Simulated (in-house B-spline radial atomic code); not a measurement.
Atomic self-consistent-field run: Tm²⁺ (with a hole in an inner shell). Computed with a B-spline radial code for spherical atoms: Dirac-Kohn-Sham LDA VWN5, spherical fractional occupations, Fermi nucleus of rms radius 5.2256 fm.

Command:
```bash
python run_scf.py task.json out
```
Settings (nuclear radius in fm, mass in u):
```
Z                69
configuration    1s2 2s2 2p6 3s1 3p6 3d10 4s2 4p6 4d10 4f13 5s2 5p6 6s1
hamiltonian      dirac
method           lda,vwn
spin_polarised   False
nucleus          fermi
rms_radius       5.2256
atomic_mass      168.93422
speed_of_light   137.035999084
```

Output (hartree, bohr):
```
 radial grid: 81 intervals, B-splines of order 8, outer radius 60 bohr

 iter        energy (Eh)    residual
    1      -13486.316645    6.81e-01
    2      -13483.613736    5.74e-01
    3      -13486.555840    2.64e-01
    4      -13487.601532    1.90e-01
    5      -13467.765395    6.96e-01
    6      -13488.441020    5.43e-02
    7      -13488.520290    1.92e-02
    8      -13488.533953    9.30e-04
    9      -13488.533975    4.27e-05
   10      -13488.533975    6.61e-06
   11      -13488.533975    9.72e-08

 total energy                    -13488.53397
 kinetic                           14914.8009
 electron-nucleus                 -33355.6697
 Hartree                            5227.6264
 exchange-correlation               -275.2915

 first-order corrections (not in the total)
   Gaunt                            14.9168
   retardation                      -1.5814
   frequency dependence             -0.2313
   self-energy                      10.5958
   Uehling                          -1.8451
   Wichmann-Kroll                    0.0658
   recoil                            0.0274

 orbital      occ     eigenvalue          <r>       <r^2>       <1/r>       r_max    small
 1s1/2      2.000     -2177.1777    0.0200253 0.000549229     79.0082     0.01262  6.68e-02
 2s1/2      2.000      -369.3773    0.0843144  0.00845845     19.0498     0.07211  1.50e-02
 2p1/2      2.000      -352.4829    0.0700533  0.00608445     19.0336     0.05401  1.50e-02
 2p3/2      4.000      -316.4461    0.0774315  0.00729748     16.4259     0.06033  1.38e-02
 3s1/2      1.000       -84.3726     0.219936   0.0554124     7.00203      0.2032  4.87e-03
 3p1/2      2.000       -76.9279     0.209507   0.0510954     6.92381      0.1907  4.82e-03
 3p3/2      4.000       -69.2534      0.22324   0.0577955     6.25433      0.2038  4.46e-03
 3d3/2      4.000       -56.5219     0.196181   0.0452142     6.14366      0.1604  4.35e-03
 3d5/2      6.000       -54.8369     0.200427   0.0470591     5.98104       0.164  4.24e-03
 4s1/2      2.000       -17.2912     0.494428    0.276372     2.94652      0.4619  1.59e-03
 4p1/2      2.000       -14.2691     0.501779     0.28703     2.84141      0.4628  1.51e-03
 4p3/2      4.000       -12.5099     0.533657    0.324371     2.60425      0.4908  1.37e-03
 4d3/2      4.000        -7.5124     0.557292    0.360962     2.39115      0.4902  1.19e-03
 4d5/2      6.000        -7.1883     0.568532    0.375541     2.33268      0.4992  1.15e-03
 4f5/2      5.571        -1.0856     0.717261    0.671318     1.82142      0.4745  7.53e-04
 4f7/2      7.429        -1.0337     0.730576     0.69921     1.79333      0.4796  7.35e-04
 5s1/2      2.000        -2.7536      1.20598     1.63707     1.10954       1.077  3.29e-04
 5p1/2      2.000        -1.9102       1.3458     2.05642    0.982256       1.169  2.63e-04
 5p3/2      4.000        -1.6796      1.44903     2.38455    0.900704       1.254  2.28e-04
 6s1/2      1.000        -0.6434      3.10147      10.746    0.409628       2.793  5.49e-05
```

Time taken, with all properties: 1.8 s on 1 thread of Intel(R) Xeon(R) Platinum 8259CL CPU @ 2.50GHz, on a shared host.

For the Dirac Hamiltonian the kinetic term is c α·p + (β - 1)c².
